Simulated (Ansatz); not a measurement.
Relaxation of C₃H₁₁NSi (16 atoms, charge 0, multiplicity 1), to a largest force component of 0.02 eV/Å in at most 40 steps.

Theory: RKS B3LYP/6-31G in Ansatz 0.2.0.

```xyz
16
Properties=species:S:1:pos:R:3
Si 0.000 0.000 0.000
N 0.000 0.000 1.820
H -0.877 -0.271 2.350
H 0.877 0.271 2.350
C 1.763 0.000 -0.623
H 2.111 -1.046 -0.751
H 1.812 0.528 -1.598
H 2.415 0.519 0.111
C -0.881 1.526 -0.623
H -1.933 1.272 -0.867
H -0.862 2.311 0.162
H -0.370 1.903 -1.534
C -0.881 -1.526 -0.623
H -1.380 -2.038 0.226
H -1.641 -1.233 -1.377
H -0.145 -2.215 -1.088
```

Task: Where does it end, and by what steps?

Result: The run converged. The force dipped under the threshold on the way, but the program's further checks kept it going. Limits of this set-up: no polarisation functions. After 11 steps the energy has fallen by 0.452 eV; H14 moved furthest, 0.84 Å.

| step | energy less start (eV) | largest force component (eV/Å) | accepted |
| --- | --- | --- | --- |
| 0 | 0.0000 | 1.970 | yes |
| 1 | -0.3154 | 0.960 | yes |
| 2 | -0.3715 | 0.431 | yes |
| 3 | -0.4070 | 0.602 | yes |
| 4 | -0.4405 | 0.036 | yes |
| 5 | -0.4210 | 0.645 | no |
| 6 | -0.4476 | 0.027 | yes |
| 7 | -0.4495 | 0.160 | yes |
| 8 | -0.4513 | 0.029 | yes |
| 9 | -0.4517 | 0.009 | yes |
| 10 | -0.4519 | 0.023 | yes |
| 11 | -0.4519 | 0.009 | yes |

```xyz
16
Properties=species:S:1:pos:R:3
Si -0.003 -0.002 0.018
N 0.053 -0.190 1.783
H -0.673 -0.652 2.309
H 0.777 0.217 2.355
C 1.803 0.081 -0.609
H 2.332 -0.849 -0.376
H 1.833 0.233 -1.694
H 2.348 0.910 -0.141
C -0.927 1.584 -0.541
H -1.964 1.574 -0.187
H -0.441 2.479 -0.137
H -0.939 1.665 -1.635
C -0.909 -1.530 -0.694
H -1.917 -1.624 -0.273
H -1.009 -1.451 -1.782
H -0.356 -2.446 -0.462
```

Whether the end is a true minimum wasn't checked by a vibrational analysis.

The run took 35 s on 1 thread of Intel(R) Xeon(R) 6975P-C (Granite Rapids), on a shared host, peak memory 0.19 GiB.
